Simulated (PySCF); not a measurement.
# Stationary points of BiS₂

Method: PySCF, PBE0, basis Bi def2-TZVP with ECP60, S def2-TZVP (scalar-relativistic core potentials, no spin–orbit coupling, density fitting).

Relaxations began from a few typed shapes; open shells are unrestricted. The search is not exhaustive: other isomers or separated fragments can lie lower, and high-lying points may rest on an excited occupation.

**Question.** Which is the lowest minimum found?
A. doublet C2v: Bi–S 2.333 Å (×2); S–Bi–S 120.6°
B. doublet C2v: Bi–S 2.361 Å (×2); S–Bi–S 84.4°
C. doublet D∞h: Bi–S 2.369 Å (×2); S–Bi–S 180.0°

**Answer.** B. The others lie at 17.8 (doublet C2v), 103.0 (doublet D∞h, a saddle point) kJ/mol above it.

For the lowest minimum: with an element this heavy the missing spin–orbit coupling can shift these numbers.
